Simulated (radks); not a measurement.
Initial-state core-level shifts of neutral antimony when its valence configuration changes from [Kr] 4d10 5s2 5p3. Calculated with a radial shooting solver on a logarithmic mesh with Libxc functionals: Dirac Kohn-Sham, PBEsol, spin-unpolarised, spherical densities, point nucleus; open shells fill j = l - 1/2 first. Shifts are changes of the shell-averaged eigenvalues in eV (positive: less bound).

valence,2s,3s,4s,4p
4d10 5s1 5p4,-1.550,-1.567,-1.559,-1.550
4d9 5s2 5p4,-8.687,-8.336,-7.159,-6.860
4d10 5s1.5 5p3.5,-0.786,-0.795,-0.791,-0.787
4d9 5s1 5p5,-10.143,-9.808,-8.609,-8.298
4d9 5s0.5 5p5.5,-10.847,-10.521,-9.311,-8.994
4d8 5s2 5p5,-17.674,-16.885,-14.312,-13.693
4d9.5 5s2 5p3.5,-4.307,-4.142,-3.581,-3.434
4d8 5s1.5 5p5.5,-18.373,-17.591,-15.000,-14.375
